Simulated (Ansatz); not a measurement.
BH6NOSi2. Total charge 0; spin multiplicity 1. The bonds changed during the relaxation, so this is another structure than the one it started from.

```xyz
11

B     0.0735   -1.2451    0.8975
Si    0.5264    0.6476    0.6588
O     1.2638    1.9108    1.3637
N    -0.1654    0.8661   -0.8482
Si   -0.7260   -0.8506   -0.9377
H    -0.7146   -1.4216    1.7915
H     1.0447   -1.9575    0.9146
H     1.3039    2.7663    0.9282
H    -0.2704    1.6201   -1.5078
H    -0.1298   -1.4799   -2.1499
H    -2.2061   -0.8561   -1.1107
```

Question: List the harmonic frequencies (cm⁻¹, unscaled) at PBE0-D4/def2-TZVP in Ansatz. (Estimate.)

Answer: The calculation gave: 76, 155, 235, 361, 395, 398, 519, 563, 641, 644, 679, 696, 740, 749, 752, 803, 955, 965, 985, 1072, 1085, 2197, 2199, 2521, 2583, 3640, 3882.

Question: Is this a minimum?

Answer: Yes, all 27 modes are real.

Question: Give the ideal-gas thermochemistry at 298.15 K and 1 bar (rigid rotor, harmonic oscillator; point group Cs, symmetry number 1).

Answer: Zero-point energy 182.4 kJ/mol; H(298) − E = 203.7 kJ/mol; entropy 343.3 J/(mol·K), of which translation 166.7, rotation 111.9, vibration 64.7; G(298) − E = 101.4 kJ/mol. Modes under 100 cm⁻¹ are hindered rotations or soft bends, so the harmonic entropy is rough.

Question: And at 400, 500, 600, 800 and 1000 K?

Answer: 
```csv
T (K),H − E (kJ/mol),S (J/mol/K),G − E (kJ/mol)
400,217.4,382.5,64.4
500,232.9,417.2,24.3
600,250.1,448.4,-19.0
800,287.7,502.4,-114.2
1000,328.5,547.8,-219.4
```
